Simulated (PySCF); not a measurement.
Write Cartesian coordinates for InChI=1S/C9H14Se/c1-7(2)9(3)5-4-8(9)6-10/h6,8H,1,4-5H2,2-3H3/t8-,9-/m1/s1 as optimised with PBE0-D3(BJ)/def2-SVP.

```xyz
24
C9H14Se angstrom
C     -2.262   -0.900   -0.796
C     -1.440   -0.061   -0.155
C     -1.912    1.260    0.378
C      0.013   -0.398    0.079
C      0.264   -0.706    1.553
C      0.683   -1.454   -0.831
C      1.903   -0.535   -0.966
C      1.032    0.663   -0.515
C      1.633    1.671    0.378
Se     1.507    3.416    0.220
H     -1.918   -1.861   -1.188
H     -3.318   -0.655   -0.940
H     -2.981    1.412    0.177
H     -1.754    1.340    1.465
H     -1.351    2.093   -0.079
H     -0.344   -1.573    1.852
H     -0.003    0.139    2.204
H      1.320   -0.955    1.743
H      0.153   -1.559   -1.788
H      0.837   -2.454   -0.400
H      2.690   -0.763   -0.231
H      2.373   -0.439   -1.955
H      0.565    1.153   -1.382
H      2.215    1.266    1.219
```

Orientation and origin are arbitrary. Atoms count from 1 in this order. Of the pairs four or more bonds apart, H11···H19 is among the closest relative to their van der Waals radii: 2.18 Å, 91 % of the sum of Bondi's values. The 9 C–C bonds span 1.338 Å (C1=C2, drawn double) to 1.587 Å (C4–C8, drawn single), a spread of 0.249 Å. The 4-membered ring C4–C6–C7–C8 has internal angles of 87.3° to 89.5°; it is puckered, 0.13 Å rms from its mean plane, widest ring torsion 19°.

Bonds between heavy atoms (Å): C1=C2 1.338, C2–C3 1.500, C2–C4 1.510, C4–C5 1.527, C4–C6 1.547, C6–C7 1.534, C7–C8 1.548, C8–C9 1.474, C9=Se10 1.757, C4–C8 1.587.

Method: PySCF 2.14.0, PBE0-D3(BJ)/def2-SVP geometry optimisation, gas phase.

Point group: C1 (no symmetry element, even within 0.4 Å). No PBE0-D3(BJ)/def2-SVP frequencies stand behind this structure, so it isn't proved a minimum. The numbers are those of one conformer (C1–C2–C4–C5 -108°, C7–C8–C9–Se10 135°, C2–C4–C6–C7 135°, C4–C6–C7–C8 -19°, C6–C7–C8–C9 141°, C2–C4–C8–C7 -139°).
